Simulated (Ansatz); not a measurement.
```yaml
crystal:
  periodic: [false, false, false]
  atoms:
    - {symbol: Se, position_ang: [-0.004945, -2.313101, -0.006135]}
    - {symbol: Zn, position_ang: [-3.004549, -1.726686, 0.022689]}
    - {symbol: Se, position_ang: [-2.000669, 1.160061, -0.013870]}
    - {symbol: Zn, position_ang: [2.996710, -1.738435, 0.030273]}
    - {symbol: Se, position_ang: [2.006209, 1.153197, -0.008315]}
    - {symbol: Zn, position_ang: [0.006600, 3.464878, 0.015682]}
    - {symbol: H, position_ang: [-0.010546, -3.358538, 1.032926]}
    - {symbol: H, position_ang: [-0.001843, -3.305983, -1.095681]}
    - {symbol: H, position_ang: [-3.176910, -1.828354, -1.524435]}
    - {symbol: H, position_ang: [-3.127585, -1.794584, 1.576519]}
    - {symbol: H, position_ang: [-2.867760, 1.663154, -1.094617]}
    - {symbol: H, position_ang: [-2.896702, 1.680449, 1.034400]}
    - {symbol: H, position_ang: [3.166267, -1.836604, -1.517534]}
    - {symbol: H, position_ang: [3.121965, -1.811320, 1.583580]}
    - {symbol: H, position_ang: [2.868098, 1.640457, -1.100394]}
    - {symbol: H, position_ang: [2.911827, 1.680915, 1.028041]}
    - {symbol: H, position_ang: [0.006435, 3.610625, 1.569014]}
    - {symbol: H, position_ang: [0.007400, 3.659859, -1.532122]}
basis:
  gaussian: {orbitals: def2-TZVP}
magnetization: {spin_polarized: true, initial_magnetization: 2}
hamiltonian: {xc: pbe0, dispersion: d4}
scf: {omitted_lower_state_checks: [starts]}
output: {orbitals: {seedname: orbitals}}
```

```sh
$ ansatz run in.yaml --threads 4 --pin off --events-out ev --progress --plain --max-ram 4787MiB
```

(1) Does this run fit into the memory that it is given?

## Answers

(1) No. It has 360 basis functions, and Ansatz plans for 7 GiB where 5 GiB are given.
